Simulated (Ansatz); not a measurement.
An input meant for MoCl6⁻ (charge -1, doublet; atoms displaced at random, 0.15 Å in each coordinate).

```yaml
crystal:
  periodic: [false, false, false]
  atoms:
    - {symbol: Mo, position_ang: [0.054730, -0.112997, -0.033338]}
    - {symbol: Cl, position_ang: [-0.271568, 0.071896, 2.227726]}
    - {symbol: Cl, position_ang: [0.197140, -0.151575, -2.176491]}
    - {symbol: Cl, position_ang: [2.321246, -0.026864, 0.076717]}
    - {symbol: Cl, position_ang: [-2.344163, 0.189887, -0.080833]}
    - {symbol: Cl, position_ang: [-0.146008, 2.455982, 0.071559]}
    - {symbol: Cl, position_ang: [0.172806, -2.451408, -0.039654]}
basis:
  gaussian: {orbitals: cc-pVTZ-PP}
total_charge: -1
magnetization: {spin_polarized: true, initial_magnetization: 1}
hamiltonian: {xc: {name: HSE06}}
output: {forces: true}
```

```sh
$ ansatz run in.yaml --threads 4 --pin off --events-out ev --progress --plain --max-ram 4787MiB
```

Output, abridged:

```
Functional definition: HSE06
Error: [file] the basis set cc-pVTZ-PP has no functions for Cl
```

In this input the basis set is misnamed or doesn't suit the job. The program refused the input.
